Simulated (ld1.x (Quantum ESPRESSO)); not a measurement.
## Before and after: PAW potential for F (Z = 9)

```json
{
 "Element": "fluorine (F)",
 "Generator": "ld1.x (Quantum ESPRESSO) 7.5",
 "Type": "PAW",
 "Functional": "PBEsol",
 "Relativity": "scalar-relativistic",
 "Frozen core": "[He]",
 "Valence charge": "7",
 "Reference configuration": "2s2 2p3 (charge +2)",
 "Partial waves": "2s (bound): rcut 0.55, rcutus 0.70 bohr; 2s channel at -4.65 Ry: rcut 0.55, rcutus 0.70 bohr; 2p (bound): rcut 1.05, rcutus 1.25 bohr; 2p channel at -1.65 Ry: rcut 1.05, rcutus 1.25 bohr; 3d channel at 0.3 Ry: rc 1.05 bohr",
 "Local potential": "the d channel",
 "Core correction": "Bessel-smoothed model core, default radius (core density twice the valence density)",
 "Augmentation charge": "BESSEL, radius 0.60 bohr"
}
```

All-electron outer shells of the reference configuration (PBEsol, scalar-relativistic, ld1.x):

```
shell  level (eV)  outermost node (bohr)  outermost maximum (bohr)
   2s      -67.75                   0.24                      0.73
   2p      -48.88                      –                      0.66
```

Change: core correction Bessel-smoothed model core inside 0.84 bohr.

Cutoffs: the cutoffs (Ry, on a coarse ladder) from which the occupation-weighted sum of valence levels, in a spherical-Bessel basis at the reference potential, stays within 10 and 1 mRy of its value at 400 Ry; they do not see the model core or the augmentation charge, which bear on the density cutoff. Errors are all-electron minus pseudo energies relative to the spin-unpolarised reference configuration.

Q: Predict the effect on cutoff, ghosts and configuration errors.

A: The potential gets neither clearly harder nor softer (60 Ry and 120 Ry → 60 Ry and 120 Ry); the errors of the 7 common tests hardly move; neither file shows a bound ghost. The default core radius of the base comes out at 0.29 bohr. A wider model core is smoother and lowers the density cutoff, which this test does not measure.

```tsv
quantity	base	changed
cutoff, loose	60 Ry	60 Ry
cutoff, tight	120 Ry	120 Ry
bound ghosts	none	none
error for 2s2 2p5, meV [ΔE -57.59 eV]	+40	+39
error for 2s2 2p4, meV [ΔE -38.28 eV]	+14	+14
error for 2s2 2p2, meV [ΔE 60.49 eV]	+13	+12
error for 2s2 2p1, meV [ΔE 146.08 eV]	+54	+50
error for 2s1 2p5, meV [ΔE -19.29 eV]	+17	+16
error for 2s2 2p5.3, meV [ΔE -60.25 eV]	+46	+46
error for 2s2 2p4.5, meV [ΔE -50.08 eV]	+27	+27
s: phases at 1.34 bohr within 0.05 rad from the reference energy up to (Ry; the scan ends near 5)	4.0	4.0
p: phases at 1.34 bohr within 0.05 rad from the reference energy up to (Ry; the scan ends near 5)	to the end of the scan	to the end of the scan
d: phases at 1.34 bohr within 0.05 rad from the reference energy up to (Ry; the scan ends near 5)	to the end of the scan	to the end of the scan
lowest overlap eigenvalue by channel	s 0.44, p 1.00	s 0.44, p 1.00
```
